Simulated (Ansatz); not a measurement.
Basis-set extrapolation for C3H4BCl (PBE0-D4/def2-TZVP geometry, frozen core, the Gaussian-basis code of Ansatz). Multiplicity 1, RHF reference.

```json
{"": "HF", "def2-TZVPP": "-600.099904", "def2-QZVPP": "-600.118913"}
{"": "MP2 correlation", "def2-TZVPP": "-0.744784", "def2-QZVPP": "-0.801027"}
{"": "CCSD(T) correlation", "def2-TZVPP": "-0.824705", "def2-QZVPP": "not run"}
```

Energies in hartree. Use E(X) = E(∞) + A·exp(−7.88·√X) for Hartree–Fock and E(X) = E(∞) + B·X^(−2.97) for correlation, with X = 3 and 4, and add CCSD(T) minus MP2 of the smaller set to the MP2 limit.

Problem. What is the CCSD(T) energy at the basis-set limit?

Solution. HF limit: -600.118913 + (-0.019009) × 0.13774 = -600.12153. MP2 limit: -0.801027 + (-0.056243) × 0.74074 = -0.84269. Higher-order term: -0.824705 − (-0.744784) = -0.07992. Total: -601.04414 hartree, 3.25 eV below CCSD(T)/def2-TZVPP.
